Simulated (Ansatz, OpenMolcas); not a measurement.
# MoO3 (molybdenum trioxide): the energy, rung by rung

The species is MoO3 (4 atoms), meant as a singlet with charge 0. SMILES: `[O]=[Mo](=[O])=[O]`. The coordinates come from a PBE0-D4/def2-TZVP relaxation.

| atom | x (Å) | y (Å) | z (Å) |
| --- | --- | --- | --- |
| O | -0.9680 | -0.1498 | 1.2625 |
| Mo | -0.1381 | -0.3365 | -0.2003 |
| O | 1.5070 | -0.6076 | 0.0888 |
| O | -0.3452 | 1.0336 | -1.1714 |

Each level gives the energy change with the Mo2–O3 bond stretched from 1.692 to 3.046 Å (eV). The values are calculated.

| level | kind | program | value (eV) |
| --- | --- | --- | --- |
| HF/def2-SVPD (core potential) (restricted) | Hartree–Fock | Ansatz | 6.24 |
| HF/def2-SVPD (core potential) (unrestricted) | Hartree–Fock | OpenMolcas | 3.20 |
| PBE/def2-SVPD (core potential) (restricted) | GGA | OpenMolcas | 6.31 |
| revPBE/def2-SVPD (core potential) (restricted) | GGA | OpenMolcas | 6.14 |
| r2SCAN/def2-SVPD (core potential) (restricted) | meta-GGA | Ansatz | 6.96 |
| B3LYP/def2-SVPD (core potential) (restricted) | global hybrid | OpenMolcas | 6.85 |
| CAM-B3LYP/def2-SVPD (core potential) (restricted) | range-separated hybrid | Ansatz | 7.50 |
| wB97M-V/def2-SVPD (core potential) (restricted) | range-separated hybrid | Ansatz | 7.54 |

Spin-restricted single references rise too steeply as a bond breaks. The first shape isn't each level's own minimum. The values span 3.20 to 7.54 eV. Spin contamination of the reference (⟨S²⟩ at least 0.1 too high) touches HF/def2-SVPD.
